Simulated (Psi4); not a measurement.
Interaction energy of C2H6 ··· COS (SMILES CC and O=C=S). Monomers: optimised at B3LYP-D3(BJ) (def2-TZVP), held rigid. Orientation: lowest of the rigid-body minima from ten starts at GFN2-xTB. Only R, the distance of the centres of mass, is varied, so the lowest point isn't the relaxed dimer.

Computed with: PBE/def2-TZVP, counterpoise-corrected (Psi4); PBE-D3(BJ)/def2-TZVP, counterpoise-corrected (Psi4); SAPT0/jun-cc-pVDZ, frozen core (Psi4).

Interaction energies in kJ/mol; the last columns give the difference from SAPT0:

```tsv
R / Å	PBE/def2-TZVP	PBE-D3(BJ)/def2-TZVP	SAPT0/jun-cc-pVDZ	PBE/def2-TZVP − SAPT0/jun-cc-pVDZ	PBE-D3(BJ)/def2-TZVP − SAPT0/jun-cc-pVDZ
3.05	18.02	8.41	13.24	4.78	-4.83
3.19	10.12	1.34	5.73	4.39	-4.39
3.42	3.10	-4.31	-0.45	3.55	-3.86
3.63	0.25	-5.95	-2.49	2.73	-3.47
3.82	-0.86	-6.05	-2.96	2.09	-3.10
4.00	-1.24	-5.58	-2.86	1.62	-2.72
4.30	-1.22	-4.36	-2.31	1.09	-2.06
4.63	-0.89	-3.07	-1.66	0.78	-1.40
5.16	-0.41	-1.62	-0.93	0.52	-0.69
5.85	-0.11	-0.70	-0.45	0.33	-0.25
6.82	-0.01	-0.25	-0.18	0.16	-0.07
8.17	0.00	-0.08	-0.06	0.06	-0.02
```

PBE/def2-TZVP is furthest from SAPT0/jun-cc-pVDZ at 3.05 (4.78 kJ/mol, above); its mean absolute difference over the points is 1.84 kJ/mol.

PBE-D3(BJ)/def2-TZVP is furthest from SAPT0/jun-cc-pVDZ at 3.05 (-4.83 kJ/mol, below); its mean absolute difference over the points is 2.24 kJ/mol.
